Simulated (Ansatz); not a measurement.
Relaxation of FGe2H7S (11 atoms, charge 0, multiplicity 1), to a largest force component of 0.03 eV/Å in at most 50 steps.

Computed with RKS BHLYP/def2-SVP (Ansatz 0.2.0).

```xyz
11
Properties=species:S:1:pos:R:3
Ge 0.268 -0.042 0.075
Ge 0.102 -0.119 2.476
H -0.811 -1.267 2.926
H 1.484 -0.327 3.098
H -0.490 1.186 3.020
F 1.959 -0.319 -0.275
H -0.040 1.325 -0.532
H -0.465 -1.173 -0.646
S -3.067 0.421 0.832
H -3.354 -0.887 0.775
H -2.596 0.328 2.118
```

Task: Where does it end, and by what steps?

Result: The forces met the threshold. The force dipped under the threshold on the way, but the program's further checks kept it going. After 20 steps the energy has fallen by 0.096 eV; H11 moved furthest, 0.92 Å.

| step | energy less start (eV) | largest force component (eV/Å) | accepted |
| --- | --- | --- | --- |
| 0 | 0.0000 | 0.787 | yes |
| 1 | -0.0556 | 0.348 | yes |
| 2 | -0.0628 | 0.272 | yes |
| 3 | -0.0800 | 0.202 | yes |
| 4 | -0.0879 | 0.100 | yes |
| 5 | -0.0903 | 0.073 | yes |
| 6 | -0.0908 | 0.274 | yes |
| 7 | -0.0924 | 0.049 | yes |
| 8 | -0.0927 | 0.017 | yes |
| 9 | -0.0931 | 0.075 | yes |
| 10 | -0.0935 | 0.074 | yes |
| 11 | -0.0919 | 0.256 | no |
| 12 | -0.0931 | 0.064 | no |
| 13 | -0.0937 | 0.006 | yes |
| 14 | -0.0941 | 0.107 | yes |
| 15 | -0.0945 | 0.074 | yes |
| 16 | -0.0946 | 0.101 | yes |
| 17 | -0.0950 | 0.093 | yes |
| 18 | -0.0954 | 0.005 | yes |
| 19 | -0.0955 | 0.056 | yes |
| 20 | -0.0957 | 0.022 | yes |

```xyz
11
Properties=species:S:1:pos:R:3
Ge 0.349 -0.033 0.076
Ge 0.223 -0.216 2.497
H -0.624 -1.427 2.903
H 1.629 -0.379 3.081
H -0.417 1.041 3.097
F 2.043 -0.193 -0.325
H -0.058 1.333 -0.475
H -0.340 -1.173 -0.675
S -3.142 0.240 0.657
H -3.410 -0.954 1.204
H -3.261 0.889 1.825
```

Whether the end is a true minimum wasn't checked by a vibrational analysis.

The run took 79 s on 4 threads of Intel(R) Xeon(R) Platinum 8259CL CPU @ 2.50GHz (Skylake/Cascade Lake), with other jobs on the host, peak memory 0.41 GiB.
